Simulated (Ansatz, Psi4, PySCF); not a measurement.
C$_{4}$H$_{10}$O$_{2}$Sb (SMILES CC[O][Sb+][O]CC), charge +1, singlet, at a GFN2-xTB geometry (all electrons, no relativity). Base run: CAMB3LYP/STO-3G run with PySCF.

The PySCF input:
```python
from pyscf import gto, scf, dft

mol = gto.Mole()
mol.atom = '''
    Sb   -0.209122    0.737031    0.261695
    O    -0.551862   -1.135489    0.304901
    C    -1.598000   -1.820024    0.975159
    C    -2.542198   -0.920732    1.741652
    H    -2.135283   -2.386386    0.206379
    H    -1.112976   -2.539260    1.644330
    H    -3.024994   -0.212935    1.062670
    H    -3.312659   -1.516051    2.224994
    H    -1.996704   -0.367879    2.510956
    O     1.280426    0.507835   -0.842181
    C     1.836769   -0.689854   -1.387277
    C     2.904202   -0.296771   -2.389438
    H     2.265658   -1.283221   -0.571248
    H     1.046081   -1.285148   -1.857997
    H     3.675859    0.297536   -1.908882
    H     3.355771   -1.194533   -2.801860
    H     2.471324    0.284819   -3.198099
'''
mol.basis = 'sto-3g'
mol.charge = 1
mol.spin = 0
mol.verbose = 4
mol.build()

mf = dft.RKS(mol)
mf.xc = 'camb3lyp'
mf.kernel()
```

The same geometry, method and basis name were run in Ansatz (a program for electronic structure) and Psi4 and PySCF, at each program's defaults and at the settings that a row names. The base is PySCF at its defaults. Differences at the defaults can come from grids, fitting, cores and function types together.

```tsv
code and settings	ΔE vs base (mEh)	basis functions	E (Eh)	SCF cycles
PySCF, defaults (exact integrals, its default grid, spherical functions)	0.000	67	-6558.21195	11
Ansatz, defaults (factorised integrals, its default grid, spherical functions)	0.018	67	-6558.21193	-
PySCF, fine grid	0.015	67	-6558.21194	11
Psi4, exact integrals, spherical functions, fine grid	0.047	67	-6558.21190	13
Ansatz, high accuracy	0.014	67	-6558.21194	-
```
